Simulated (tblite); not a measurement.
Run record: tight-binding relaxation, `O=CC1=[CH][GaH2-][O+]([SiH3])C1`.

Computed with GFN2-xTB geometry optimisation, gas phase (tblite 0.8.0). Start geometry: from a force field or distance geometry. The input is one job of a driver script: a line of settings, then coordinates in Å.

Command:
```bash
OMP_NUM_THREADS=1 python probes_run.py task.json out
```

Input:
```
{"job": {"kind": "relax", "xc": "GFN2-xTB", "basis": "xTB"}, "charge": 0, "multiplicity": 1}
O      2.663000     1.923800    -0.479900
C      2.453600     0.886900     0.187100
C      1.239300     0.088700     0.020500
C      1.053200    -1.032300     0.672900
Ga    -0.629100    -1.714000     0.129800
O     -1.060100    -0.219600    -0.847300
Si    -2.125800     0.707600     0.160900
C      0.184900     0.487900    -1.007000
H      3.212800     0.567900     0.915000
H      1.751100    -1.461700     1.395300
H     -1.610200    -1.986000     1.374400
H     -0.452300    -2.989200    -0.843200
H     -3.353200    -0.066900     0.449700
H     -1.461400     1.056400     1.429600
H     -2.512300     1.950100    -0.530700
H      0.580500     0.217100    -1.999100
H      0.059000     1.595400    -1.038000
```

Output:
```
step      E/eV     max force
  0    -657.76579    3.454
  1    -658.03441    3.916
  2    -658.28064    1.338
  3    -658.40929    1.078
  4    -658.45819    0.729
  5    -658.51563    0.560
  6    -658.59758    0.820
  7    -658.62642    0.575
  8    -658.65055    0.300
  9    -658.66366    0.303
... (155 lines left out)
165    -658.89623    0.014
166    -658.89627    0.013
167    -658.89631    0.015
168    -658.89635    0.014
169    -658.89639    0.015
170    -658.89642    0.015
171    -658.89645    0.014
172    -658.89648    0.012
173    -658.89651    0.011
174    -658.89653    0.009
```

«max force» is the largest atomic force in eV/Å.

From which step on does the largest force stay under 0.1 eV/Å, and how much energy is left to gain from there?

From step 135 (0.078 eV/Å), 10.4 meV above the end.

In short: energy lowered by 26.1 kcal/mol over 174 steps; largest atomic force 0.009 eV/Å at the end.

Where do the atoms end?

0.915 Å rms from the input after alignment:
```
atom  x, y, z in Å
O1     2.8200    1.8753   -0.3605
C2     2.7105    0.7125   -0.0568
C3     1.4389   -0.0050    0.0741
C4     1.3434   -1.3035    0.4083
Ga5   -0.5673   -1.9371    0.4783
O6    -0.9664    0.0528   -0.0639
Si7   -2.4655    0.7353   -0.3168
C8     0.2128    0.8260   -0.1999
H9     3.5996    0.0851    0.1496
H10    2.2845   -1.8201    0.5867
H11   -1.3207   -2.0511    1.8345
H12   -1.1943   -2.7180   -0.7114
H13   -3.3227   -0.4143   -0.0694
H14   -2.5827    1.8306    0.6481
H15   -2.4567    1.2351   -1.6932
H16    0.2742    1.2360   -1.2158
H17    0.1854    1.6724    0.4981
```

How long does this job take on an Arm Neoverse N1 with one thread, no GPU, shared host with 64 logical CPUs at a one-minute load of 59?

About 2.4 s.
Labels such as C1 count atoms from 1, the log's own numbers from 0.
